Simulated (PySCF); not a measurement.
[BiCl]2+ at several levels of theory

Computed with PySCF 2.14.0 (density fitting, no spin-orbit coupling) at the geometry relaxed with B3LYP:

```xyz
2
[BiCl]2+ (singlet)
Bi    0.0000    0.0000   -0.2818
Cl    0.0000    0.0000    2.0464
```

| level | basis | state | HOMO (eV) | gap (eV) | charge on Bi1 (e) | dipole about the centre of mass (D) | largest force component (eV/Å) |
| --- | --- | --- | --- | --- | --- | --- | --- |
| B3LYP | Bi def2-SVP with ECP60, Cl def2-SVP | singlet | -21.97 | 4.54 | 1.76 | 0.53 | 0.00 |
| PBE | the same | singlet | -21.09 | 3.19 | 1.73 | 0.24 | 0.25 |
| revPBE | the same | singlet | -21.01 | 3.21 | 1.74 | 0.31 | 0.40 |
| M06-L | the same | singlet | -21.12 | 3.50 | 1.86 | 1.12 | 0.02 |
| BP86 | the same | singlet | -21.22 | 3.17 | 1.73 | 0.22 | 0.27 |
| B3LYP | Bi def2-TZVP with ECP60, Cl def2-TZVP | singlet | -21.86 | 4.50 | 1.78 | 0.21 | 0.91 |

Charges are Mulliken's, which hang on the basis. The relaxation used the grid (50, 194), these runs (75, 302) or, all-electron (x2c bases, spin-free X2C Hamiltonian), (99, 590).

Task: What does B3LYP with Bi x2c-SVPall, Cl x2c-SVPall give here?

Result: state singlet, HOMO (eV) -21.98, gap (eV) 4.50, charge on Bi1 (e) 1.78, dipole about the centre of mass (D) 0.53, largest force component (eV/Å) 0.17. Time: 6.8 s on 2 threads of Arm Neoverse V2, with other jobs on the host, from free ions and atoms.

In the first row's basis the gap widens with exact exchange: 3.2 to 3.5 eV for BP86, PBE, revPBE, M06-L (none); 4.5 eV for B3LYP (a fixed share).
